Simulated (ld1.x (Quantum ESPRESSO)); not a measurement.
**Plane-wave convergence, ultrasoft potential for boron (B)**

ld1.x (Quantum ESPRESSO) 7.5 input, shortened:

```
&input
   title='B', zed=5., rel=0, dft='PZ', iswitch=3,
   config='[He] 2s1.75 2p1.25 3d-2'
 /
 &inputp
   pseudotype=3, tm=.true., lloc=-2, rcloc=2.00,
   nlcc=.false.,
   which_augfun='PSQ', rmatch_augfun_nc=.true.
 /
6
2S  1  0   1.75   0.00  1.45  1.75  0.0
2S  1  0   0.00  -0.40  1.45  1.75  0.0
2P  2  1   1.25   0.00  1.95  2.45  0.0
2P  2  1   0.00   1.85  1.95  2.45  0.0
3D  3  2  -2.00  -0.05  1.90  2.10  0.0
3D  3  2  -2.00   2.00  1.90  2.10  0.0
 &test
   configts(1)='2s1.75 2p1.25'
 /
```

The pseudo-atom Hamiltonian at the reference potential is diagonalised in spherical Bessel functions j_l(qr) that vanish at 20 bohr, with q² up to the cutoff. All-electron valence levels (Ry): 2s -0.6989, 2p -0.2821.

Problem. How do the lowest levels (Ry) of each channel move with the cutoff, and are there ghosts?

Solution.

```json
{"cutoff (Ry)": "8", "s #1": "-0.6985", "p #1": "-0.2774", "d #1": "0.0673", "f #1": "0.1137", "f #2": "0.2461", "Σ f·Δε (mRy)": "6.6"}
{"cutoff (Ry)": "10", "s #1": "-0.6987", "p #1": "-0.2807", "d #1": "0.0673", "f #1": "0.1137", "f #2": "0.2461", "Σ f·Δε (mRy)": "2.1"}
{"cutoff (Ry)": "12", "s #1": "-0.6988", "p #1": "-0.2818", "d #1": "0.0673", "f #1": "0.1137", "f #2": "0.2461", "Σ f·Δε (mRy)": "0.7"}
{"cutoff (Ry)": "15", "s #1": "-0.6988", "p #1": "-0.2820", "d #1": "0.0673", "f #1": "0.1137", "f #2": "0.2461", "Σ f·Δε (mRy)": "0.3"}
{"cutoff (Ry)": "18", "s #1": "-0.6989", "p #1": "-0.2820", "d #1": "0.0673", "f #1": "0.1137", "f #2": "0.2461", "Σ f·Δε (mRy)": "0.2"}
{"cutoff (Ry)": "400", "s #1": "-0.6989", "p #1": "-0.2821", "d #1": "0.0673", "f #1": "0.1137", "f #2": "0.2461", "Σ f·Δε (mRy)": "0.0"}
```

Result: no extra level below or beside the all-electron valence levels (s, p, d, f tested); 10 mRy is reached at 8 Ry and 1 mRy at 12 Ry.
